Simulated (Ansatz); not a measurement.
Correlation energies of `OC([SiH3])(S)S` by basis set

```xyz
11

O     0.6036   -1.1502    0.8805
C     0.3122   -0.0149    0.0883
Si   -1.5929    0.2024   -0.0652
S     0.9431   -0.2082   -1.6086
S     0.9303    1.4403    0.9521
H     0.5382   -1.9208    0.3044
H    -1.9336    1.4691   -0.7574
H    -2.1590    0.1774    1.3030
H    -2.0845   -0.9600   -0.8495
H     2.2458   -0.0353   -1.3200
H     2.1969    1.0003    1.0723
```

Charge 0, multiplicity 1. Geometry: relaxed with PBE0-D4/def2-TZVP. It is one conformer, not always the lowest. Frozen core, restricted reference, Ansatz. CBS rows extrapolate triple and quadruple zeta; past MP2 they add the triple-zeta difference.

```
     basis      HF (Eh)  MP2 corr.  CCSD corr.       (T)  CCSD(T) total
  def2-SVP  -1199.74894   -0.69791    -0.75957  -0.02282    -1200.53133
def2-TZVPP  -1200.26880   -0.89920    -0.95675  -0.04243    -1201.26798
def2-QZVPP  -1200.30584   -0.97142           –         –              –
 CBS(def2)  -1200.31095   -1.02492    -1.08247     as TZ    -1201.43585
```
